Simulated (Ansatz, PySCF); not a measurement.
This singlet lies 1.86 eV below the relaxed triplet at the level frozen-core CCSD(T)/cc-pVTZ // PBE0-D3(BJ)/def2-TZVP (Ansatz, a program for electronic structure).

```xyz
5

N     -0.6032    -0.0351     0.0048
Ge     1.0029    -0.8626     0.1833
H     -1.4725    -0.5341     0.1053
H     -0.7410     0.9416    -0.1991
H      1.8138     0.4903    -0.0944
```

Charge 0, multiplicity 1.

Give the Mulliken and meta-Löwdin atomic charges from PBE0-D3(BJ)/def2-TZVP (PySCF).


```csv
atom,Mulliken (e),meta-Löwdin (e)
N1,-0.61,-0.61
Ge2,0.17,0.25
H3,0.24,0.24
H4,0.26,0.24
H5,-0.06,-0.11
```
